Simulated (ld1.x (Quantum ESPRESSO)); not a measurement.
## An all-electron radial function and its pseudo partner (copper)

Columns: radius, all-electron u(r) and pseudo u(r) of the 4s shell (level -4.61 eV) of copper in the configuration [Ar] 3d10 4s1 4p0; PBE, scalar-relativistic, ultrasoft scheme, ld1.x (Quantum ESPRESSO) 7.5.

```json
{"r (bohr)": "0.200", "all-electron": "-0.1278", "pseudo": "-0.0482"}
{"r (bohr)": "0.400", "all-electron": "0.1833", "pseudo": "-0.1005"}
{"r (bohr)": "0.600", "all-electron": "0.2375", "pseudo": "-0.1600"}
{"r (bohr)": "0.800", "all-electron": "0.0865", "pseudo": "-0.2278"}
{"r (bohr)": "1.000", "all-electron": "-0.1102", "pseudo": "-0.3023"}
{"r (bohr)": "1.200", "all-electron": "-0.2844", "pseudo": "-0.3799"}
{"r (bohr)": "1.400", "all-electron": "-0.4180", "pseudo": "-0.4550"}
{"r (bohr)": "1.600", "all-electron": "-0.5119", "pseudo": "-0.5214"}
{"r (bohr)": "1.800", "all-electron": "-0.5723", "pseudo": "-0.5732"}
{"r (bohr)": "2.000", "all-electron": "-0.6062", "pseudo": "-0.6062"}
{"r (bohr)": "2.200", "all-electron": "-0.6198", "pseudo": "-0.6198"}
{"r (bohr)": "2.400", "all-electron": "-0.6180", "pseudo": "-0.6180"}
{"r (bohr)": "2.600", "all-electron": "-0.6051", "pseudo": "-0.6051"}
{"r (bohr)": "2.800", "all-electron": "-0.5841", "pseudo": "-0.5841"}
{"r (bohr)": "3.000", "all-electron": "-0.5577", "pseudo": "-0.5577"}
{"r (bohr)": "3.200", "all-electron": "-0.5277", "pseudo": "-0.5277"}
{"r (bohr)": "3.400", "all-electron": "-0.4958", "pseudo": "-0.4958"}
{"r (bohr)": "3.600", "all-electron": "-0.4630", "pseudo": "-0.4630"}
{"r (bohr)": "3.800", "all-electron": "-0.4303", "pseudo": "-0.4303"}
{"r (bohr)": "4.000", "all-electron": "-0.3982", "pseudo": "-0.3982"}
{"r (bohr)": "4.200", "all-electron": "-0.3672", "pseudo": "-0.3672"}
{"r (bohr)": "4.400", "all-electron": "-0.3377", "pseudo": "-0.3377"}
{"r (bohr)": "4.600", "all-electron": "-0.3097", "pseudo": "-0.3097"}
{"r (bohr)": "4.800", "all-electron": "-0.2833", "pseudo": "-0.2833"}
{"r (bohr)": "5.000", "all-electron": "-0.2587", "pseudo": "-0.2587"}
{"r (bohr)": "5.200", "all-electron": "-0.2357", "pseudo": "-0.2357"}
```

Q: How many radial nodes do the two functions have?

A: The all-electron 4s function has n − l − 1 = 3 (the table is too coarse to show those close to the nucleus); the pseudo-wave has 0, since the states of the same l below it are removed with the core.

Q: At about which radius was the pseudo-wave matched?

A: 2.00 bohr, where the columns begin to agree (steps of 0.20 bohr).

Q: Where does each function peak?

A: Outermost all-electron maximum near 2.20 bohr, pseudo maximum near 2.20 bohr (to the table’s step).

Q: Is the pseudo-wave norm-conserving?

A: No, it belongs to an ultrasoft set: the norm inside the radius is not constrained, and the difference is carried by the augmentation charge.
